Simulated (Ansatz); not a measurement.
A made-up structure of B2H3ClO, singlet:

```csv
atom,x (Å),y (Å),z (Å)
B1,-0.0102,1.1727,-0.7227
O2,-0.1519,0.0544,-0.0036
B3,-0.1429,-1.0732,0.6915
Cl4,1.3667,-1.9418,0.9288
H5,-0.1349,1.1041,-1.9105
H6,0.2182,2.1949,-0.1448
H7,-0.4210,1.1004,0.3490
```

It is relaxed with PBE-D4/def2-SVP and then PBE0-D4/def2-TZVP (Ansatz 0.2.0). Atoms count as bonded within 1.22 times the sum of their covalent radii (H–H: 0.88 Å). The end point is not checked to be a true minimum.

Question: Does its bonding change? (A judgement: the text doesn't fix the answer.)

Answer: The calculation gives: Yes. Formed: none; broken: O2–H7.

Where it ends: The first stage lowers the energy by 5.42 eV in 11 steps. It ends as B₂H₃ClO ([BH3][O][B][Cl]):
B1  (-0.266, 1.386, -0.567)
O2  (0.252, -0.034, 0.065)
B3  (0.632, -1.076, 0.529)
Cl4  (1.158, -2.520, 1.171)
H5  (-0.302, 1.156, -1.750)
H6  (0.590, 2.161, -0.220)
H7  (-1.340, 1.538, -0.041)
(Å)

Labels in which every atom is bracketed show which atoms are joined, not bond orders.

For scale, one of the runs: PBE0-D4/def2-TZVP relaxation, 148 basis functions, launched by `ansatz run in.yaml --threads 2 --pin off --events-out ev --progress --plain --max-ram 4352MiB`. The run took about 15 s on 2 CPU threads of an Arm Neoverse V2 (shared host).
